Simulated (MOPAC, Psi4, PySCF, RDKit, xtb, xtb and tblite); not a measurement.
Two geometries of SMILES OB(O)c1cccs1 (C4H5BO2S), relaxed at GFN2-xTB with one dihedral held; other torsions can differ between them too.

Structure A

```
13

O     -2.3643    -0.3431     1.1224
B     -1.7126     0.0554     0.0155
O     -2.4417     0.5130    -1.0402
C     -0.1408     0.0394     0.0013
C      0.7133     1.0726    -0.2654
C      2.0773     0.7090    -0.2527
C      2.2534    -0.6123     0.0008
S      0.7582    -1.4245     0.2443
H     -3.3192    -0.2983     1.0551
H     -1.9529     0.8075    -1.8063
H      0.3718     2.0775    -0.4474
H      2.8821     1.4001    -0.4296
H      3.1700    -1.1646     0.0593
```

Structure B

```
13

O      2.3478    -0.3470     1.0974
B      1.7423     0.0679    -0.0345
O      2.5150     0.5538    -1.0442
C      0.1797     0.0096    -0.0968
C     -0.6755    -0.8093     0.5858
C     -2.0401    -0.5553     0.3360
C     -2.2247     0.4736    -0.5302
S     -0.7342     1.1411    -1.0574
H      3.3030    -0.2743     1.0702
H      2.0569     0.8658    -1.8229
H     -0.3201    -1.5790     1.2468
H     -2.8455    -1.1102     0.7835
H     -3.1439     0.8889    -0.8932
```

### Question
Which is lower in energy at the level DF-MP2 (frozen core)/cc-pVTZ // GFN2-xTB run with Psi4, and by how much?

### Answer
B is lower, by 2.21 kcal/mol (dihedral O1–B2–C4–S8: 60° in A, 150° in B).

E(B) − E(A) in kcal/mol at the other levels, on the same two geometries: GFN2-xTB (xtb and tblite) -1.85; PBE0/def2-SVP // GFN2-xTB (Psi4) -2.12; PBE0-D3(BJ)/def2-SVP // GFN2-xTB (Psi4) -2.16; PBE/def2-SVP // GFN2-xTB (Psi4) -2.01; PBE-D3(BJ)/def2-SVP // GFN2-xTB (Psi4) -2.07; HF/cc-pVTZ // GFN2-xTB (Psi4) -2.31; UFF // GFN2-xTB (RDKit) -4.26; PM6, restricted, heats of formation // GFN2-xTB (MOPAC) -0.23; PM3, restricted, heats of formation // GFN2-xTB (MOPAC) -0.27; GFN1-xTB // GFN2-xTB (xtb) -1.90; restricted B3LYP/6-31G*, spherical d, density fitting // GFN2-xTB (PySCF) -2.39; restricted M06-2X/6-31G*, spherical d, density fitting // GFN2-xTB (PySCF) -2.41; restricted Hartree-Fock/6-31G*, spherical d, density fitting // GFN2-xTB (PySCF) -2.46; restricted B3LYP/LANL2DZ, with its core potentials past Ne // GFN2-xTB (PySCF) -2.98.
